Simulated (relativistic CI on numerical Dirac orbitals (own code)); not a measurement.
# Radial parameters of Mn²⁰⁺

Method of calculation: Dirac-Coulomb-Breit CI, orbitals from a KLI potential per configuration, model QED, unscaled Slater integrals (own radial code, finite nucleus).

Slater integrals F^k, G^k are unscaled and averaged over j, outside the closed core 1s2; ζ comes from projecting the Hamiltonian with its Breit term on Σ l·s of the shell.

- 2s2 2p: ζ(2p) = 67671 cm⁻¹; <r>(2p) = 0.2199, <r^2>(2p) = 0.05844 (bohr units).
- 2s 2p2: F^2(2p,2p) = 433670, G^1(2s,2p) = 463880, ζ(2p) = 66966 cm⁻¹; <r>(2s) = 0.256, <r^2>(2s) = 0.07671, <r>(2p) = 0.2204, <r^2>(2p) = 0.05867 (bohr units).
- 2p3: F^2(2p,2p) = 432030, ζ(2p) = 66289 cm⁻¹; <r>(2p) = 0.2212, <r^2>(2p) = 0.0591 (bohr units).

Averages of the first 10 configurations, taken without configuration mixing, which lowers the lowest level and can move excited configurations by several eV; other configurations of the list can lie among them:

```
Configuration  Parity  States  Average energy above the lowest level (eV)
       2s2 2p     odd       6                                        12.9
       2s 2p2    even      30                                        80.8
          2p3     odd      20                                       167.3
       2p2 3s    even      30                                      1056.9
       2p2 3p     odd      90                                      1078.3
       2p2 3d    even     150                                      1097.8
       2s2 3s    even       2                                       927.9
       2s2 3p     odd       6                                       952.0
       2s2 3d    even      10                                       971.7
     2s 2p 3s     odd      24                                       982.9
```
